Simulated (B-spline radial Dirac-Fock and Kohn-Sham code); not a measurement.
**P²⁺ 2s: cross section and angular parameters**

System: P²⁺, configuration [Ne] 3s2 3p1; threshold 211.6 eV (orbital energy of the model). The computed values come from a radial B-spline solver: Dirac-Hartree-Slater photoionisation with a Latter tail; cross sections with all multipoles, angular parameters from the dipole term and its interference with E2.

Input file task.json (cfg lists n, l and occupation; rrms is the nuclear radius in fm):

```json
{"items": [{
  "Z": 15,
  "q": 2,
  "cfg": [[1, 0, 2], [2, 0, 2], [2, 1, 6], [3, 0, 2], [3, 1, 1]],
  "A": 31,
  "rrms": 3.1889,
  "do": "xps",
  "hv": [57.3, 60, 61.8, 89.6, 100, 109.0, 132.0, 152.0, 163.0, 182.0, 247.0, 289.0, 400, 600, 800, 1060.0, 1210.0, 1560.0, 1900.0, 2000, 2090.0, 2984.4, 3960.0, 4780.0, 5950.0, 6000, 6660.0, 7750.0, 10600.0, 11200.0]
}]}
```

Launch: `python xray2_run.py task.json out`

```csv
hν (eV),σ (kb),β,γ
247,360,2.000,0.263
289,307,2.000,0.117
400,194,2.000,-0.026
600,99.3,2.000,-0.021
800,58.2,2.000,0.053
1060,33.2,2.000,0.164
1210,25.2,2.000,0.227
1560,14.5,2.000,0.362
1900,9.29,2.000,0.483
2000,8.25,2.000,0.517
2090,7.45,2.000,0.547
2984.4,3.16,2.000,0.809
3960,1.55,2.000,1.048
4780,0.948,2.000,1.224
5950,0.529,2.000,1.445
6000,?,?,?
6660,0.390,2.000,1.567
7750,0.257,2.000,1.740
10600,0.107,2.000,2.133
11200,0.0910,2.000,2.208
```

Task: Give the values at 6000 eV.

Result: σ = 0.517 kb, β = 2.000, γ = 1.454. For an s subshell δ is negligible.
